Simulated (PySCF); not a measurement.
## From computed data to an observable: oscillator strength and radiative lifetime

C₄H₁₀In, SMILES C[CH2][In+][CH2]C, charge +1.

Geometry optimised at PBE0-D3(BJ)/def2-SVP. The spin state was assumed, not searched. The isomer is the one that the SMILES or the coordinates give; other isomers of the formula were not compared. The def2 effective core potentials stand for the cores of In; spin–orbit coupling is left out. The values are those of a single conformer.

TDDFT-PBE0/def2-SVPD (PySCF) puts the first singlet state with f over 0.02 at 5.98 eV (vertical), with the transition dipole (-0.376, -2.058, 0.000) in atomic units.

Task: Find the oscillator strength, the wavelength and the radiative lifetime that this transition would have in vacuum if emission retraced absorption.

Result: 
|μ|² = 4.3767 au, so |μ| = 5.32 D. ΔE = 5.98/27.211 = 0.2198 hartree. f = (2/3) ΔE |μ|² = 0.641 (the program prints 0.641).
λ = 1239.84/5.98 = 207 nm; ν = 48232 cm⁻¹.
Einstein's coefficient A = 0.6670 ν² f s⁻¹ (ν in cm⁻¹) = 9.9e8 s⁻¹, so τ = 1/A = 1.0 ns. This state is S3; the lower singlets have f = 0.000, 0.000. The figure is the radiative limit of this one transition; relaxation, internal conversion, crossing to triplets and a medium change what is measured.
